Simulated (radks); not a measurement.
The numbers below are computed, except where a source is named.
Problem. Co II, configuration [Ne] 3s2 3p5.75 3d8 4d0.25 (fractional occupations, a model configuration). Code: a radial shooting solver on a logarithmic mesh with Libxc functionals. Model: scalar-relativistic Kohn-Sham, LDA (Slater exchange, VWN5 correlation), spin-unpolarised, spherical densities, finite nucleus; Fermi nuclear charge, rms radius 3.7875 fm. Some entries of the table are withheld. Estimate them.

| orbital | occ. | eigenvalue (hartree) | r(max) (bohr) | <r^2> (bohr^2) |
|---|---|---|---|---|
| 1s | 2 | (1) | 0.03684 | 0.004260 |
| 2s | 2 | -33.17277 | 0.2135 | 0.07736 |
| 2p | 6 | -28.48855 | 0.1719 | 0.06227 |
| 3s | 2 | -3.96869 | 0.6700 | 0.7009 |
| 3p | 5.75 | -2.63717 | 0.6795 | (2) |
| 3d | 8 | (3) | 0.6722 | 1.631 |
| 4d | 0.25 | -0.10984 | (4) | 55.66 |

Solution. 
(1) 1s eigenvalue (hartree): -278.7022
(2) 3p <r^2> (bohr^2): 0.8008
(3) 3d eigenvalue (hartree): -0.55352
(4) 4d r(max) (bohr): 6.138
